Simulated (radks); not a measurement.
Initial-state core-level shifts of the thallium ion Tl+ when its valence configuration changes from [Hg]. Method: scalar-relativistic Kohn-Sham, r2SCAN, spin-polarised, spherical densities, finite nucleus; open shells are filled with parallel spins first (spin-orbit coupling, left out, can overturn this in heavy ions); meta-GGA in the generalised Kohn-Sham scheme; Fermi nuclear charge, rms radius 5.4759 fm; computed with a radial shooting solver on a logarithmic mesh with Libxc functionals. Shifts are changes of the shell-averaged eigenvalues in eV (positive: less bound); the change of the density at the nucleus, which sets a Mossbauer isomer shift, is in e/bohr^3, on a base of 2.719e+06.

[
 {"valence": "[Xe] 4f14 5d9 6s2 6p1", "2p": "-6.258", "4s": "-6.148", "4d": "-6.143", "5s": "-5.830", "density at nucleus": "+64.6"},
 {"valence": "[Xe] 4f14 5d10 6s1 6p1", "2p": "-1.725", "4s": "-1.752", "4d": "-1.749", "5s": "-1.777", "density at nucleus": "-232.1"},
 {"valence": "[Xe] 4f13 5d10 6s2 6p1", "2p": "-21.270", "4s": "-20.538", "4d": "-19.256", "5s": "-10.428", "density at nucleus": "+253.5"},
 {"valence": "[Xe] 4f14 5d10 6p2", "2p": "-3.557", "4s": "-3.604", "4d": "-3.597", "5s": "-3.642", "density at nucleus": "-461.6"},
 {"valence": "[Xe] 4f12 5d10 6p4", "2p": "-46.751", "4s": "-45.007", "4d": "-42.383", "5s": "-24.357", "density at nucleus": "-55.1"},
 {"valence": "[Xe] 4f12 5d8 6p6", "2p": "-60.169", "4s": "-57.899", "4d": "-55.235", "5s": "-35.946", "density at nucleus": "+11.3"},
 {"valence": "[Xe] 4f12 5d10 6s2 6p2", "2p": "-43.319", "4s": "-41.539", "4d": "-38.925", "5s": "-20.905", "density at nucleus": "+525.3"},
 {"valence": "[Xe] 4f14 5d6 6p6", "2p": "-28.569", "4s": "-27.895", "4d": "-27.838", "5s": "-25.945", "density at nucleus": "-348.3"},
 {"valence": "[Xe] 4f14 5d8 6s1 6p3", "2p": "-13.718", "4s": "-13.485", "4d": "-13.468", "5s": "-12.764", "density at nucleus": "-135.9"}
]
